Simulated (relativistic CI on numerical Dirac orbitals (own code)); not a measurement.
**How the errors of a small relativistic CI change along the 32-electron sequence**

Levels calculated with a relativistic CI code on KLI orbitals, against measured ones, in five cumulative steps: (1) Dirac-Coulomb, each configuration alone; (2) with Breit and QED terms; (3) with configuration mixing; (4) with scaled Slater integrals; (5) with a P86 correlation estimate. Each ion has its own short list of configurations; levels above 2,000 cm⁻¹ that pair in every step are counted, and ions without enough such levels are left out. The scale is 0.85 up to charge 4 and 0.9 beyond; P86 is a density functional added for each configuration.

Median relative error (%):

```tsv
Ion	Ground	Levels	(1)	(2)	(3)	(4)	(5)
Ge	4s2 4p2	21	6.3	6.4	2.8	5.0	4.5
As+	4s2 4p2	9	5.4	5.2	5.3	2.6	4.4
Se2+	4s2 4p2	21	1.7	1.8	3.6	1.8	4.3
Kr4+	4s2 4p2	26	1.8	1.6	3.4	1.8	2.6
Rb5+	4s2 4p2	12	3.1	2.8	2.5	1.7	1.8
Sr6+	4s2 4p2	12	2.9	2.6	1.7	0.7	0.5
```

Mean absolute error (cm⁻¹):

| Ion | (1) | (2) | (3) | (4) | (5) |
| --- | --- | --- | --- | --- | --- |
| Ge | 3209 | 3236 | 1602 | 2306 | 2194 |
| As+ | 4146 | 4106 | 2196 | 1225 | 2485 |
| Se2+ | 2632 | 2667 | 4798 | 2377 | 5937 |
| Kr4+ | 3689 | 3684 | 6343 | 3581 | 5791 |
| Rb5+ | 5452 | 5122 | 3489 | 2289 | 2661 |
| Sr6+ | 5738 | 5334 | 2586 | 975 | 790 |

In step (3), fully ab initio, the relative error is 2.8 % for Ge and 1.7 % for Sr6+, while the absolute error goes from 1602 to 2586 cm⁻¹. The relative error falls from the first to the last ion but not steadily. The sets of levels differ from ion to ion, which blurs the trend. Mixing (step 3) lowers the mean absolute error for 4 of the 6 ions and scaling (step 4) for 5. The P86 step changes the mean absolute error by a factor of 1.0 for the first ion and 0.8 for the last.

Sources of the measured levels: Ge, NIST Handbook of Basic Atomic Spectroscopic Data (Sansonetti and Martin, J. Phys. Chem. Ref. Data 34, 1559 (2005)); As+, NIST Handbook of Basic Atomic Spectroscopic Data (Sansonetti and Martin, J. Phys. Chem. Ref. Data 34, 1559 (2005)); Se2+, Moore, Atomic Energy Levels, vol. II, NSRDS-NBS 35 (1971 reprint of NBS Circular 467, 1952); Kr4+, Saloman, J. Phys. Chem. Ref. Data 36, 215 (2007); Rb5+, Sansonetti, J. Phys. Chem. Ref. Data 35, 301 (2006); Sr6+, Sansonetti, J. Phys. Chem. Ref. Data 41, 013102 (2012).
